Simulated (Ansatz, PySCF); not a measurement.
Reaction (SMILES): F[SiH2][SiH2]F -> F[SiH2][SiH2] + F atom (the F-Si bond at the site shown breaks; other sites are not compared here)
Structures are relaxed separately at B3LYP-D3(BJ)/def2-TZVP in Ansatz (a quantum-chemistry and plane-wave program), one conformer each, not searched for the lowest.

Property: bond dissociation energy (0 K, with B3LYP-D3(BJ) harmonic zero-point energies from PySCF), in kcal/mol. Valence correlation only, unless marked. Open shells are spin-unrestricted. Spin-orbit coupling is left out. Non-relativistic. Basis-set limits of correlation are two-point, X^-3; Hartree-Fock from the larger set.

CCSD(T)/CBS(aug-cc-pV(T+d)Z,aug-cc-pV(Q+d)Z) (Ansatz) gives 145.7 kcal/mol.

Task: Another calculation gave 140.1 kcal/mol. Which level was it?
(A) BHLYP/def2-TZVPD (Ansatz)
(B) SVWN5/def2-TZVPD (Ansatz)
(C) B97M-V/def2-TZVPD (Ansatz)
(D) HSE06/def2-TZVPD (Ansatz)

Result: C, B97M-V/def2-TZVPD (Ansatz). The others give 134.9 (BHLYP), 137.4 (HSE06), 162.0 (SVWN5) kcal/mol.
